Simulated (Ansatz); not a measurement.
A geometry relaxed with B3LYP-D3(BJ)/def2-TZVP in Ansatz (a quantum-chemistry and plane-wave program), charge 0, multiplicity 1:

```xyz
5

H     -0.9848     0.0812     1.1169
H     -0.0359     1.2734    -0.7753
Si    -0.0398     0.0064    -0.0159
F      1.4351    -0.2319     0.5736
H     -0.3746    -1.1291    -0.8993
```

Problem. Write the SMILES of this molecule.

Solution. `F[SiH3]`
